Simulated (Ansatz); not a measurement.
Gas-phase reaction in SMILES: [O]B(Br)Br -> [O-]B(Br)Br (an electron is taken up)
Geometries: B3LYP-D3(BJ)/def2-TZVP minima from Ansatz (an electronic-structure program). Frequencies are from Ansatz.

Quantity: adiabatic electron affinity (0 K, with B3LYP-D3(BJ) harmonic zero-point energies), positive where the reaction releases energy, in eV. Correlated levels leave the core frozen unless marked. UHF or UKS for open shells. Spin-orbit coupling is left out. The frozen core is the preceding noble-gas configuration, with the filled d and f shells of earlier blocks. No relativistic terms. Anions need diffuse functions: aug- sets have them; def2-D sets add few; the other sets have none. CBS marks a two-point X^-3 extrapolation of the correlation energy; Hartree-Fock from the larger set.

| level | program | adiabatic electron affinity (eV) |
|---|---|---|
| HF/STO-3G | Ansatz | -1.86 |
| HF/6-31G | Ansatz | 2.84 |
| HF/cc-pVDZ | Ansatz | 2.53 |
| PBE0/6-31G* | Ansatz | 3.84 |
| PBE0-D3(BJ)/def2-TZVPD | Ansatz + dftd3 | 4.09 |
| BHLYP-D3(BJ)/def2-TZVPD | Ansatz + dftd3 | 3.96 |
| CAM-B3LYP-D4/def2-TZVPD | Ansatz + dftd4 | 4.28 |
| RPA@PBE/cc-pVTZ | Ansatz | 4.18 |
| MP2/6-31G | Ansatz | 4.15 |
| SCS-MP2/aug-cc-pVTZ | Ansatz | 4.58 |
| SCS-MP2/aug-cc-pVQZ | Ansatz | 4.68 |
| SCS-MP2/cc-pV5Z | Ansatz | 4.68 |
| CCSD(T)/cc-pVQZ | Ansatz | 4.32 |
| CCSD(T)/cc-pV5Z | Ansatz | 4.38 |
| CCSD(T)/CBS(aug-cc-pVTZ,aug-cc-pVQZ) | Ansatz | 4.46 |
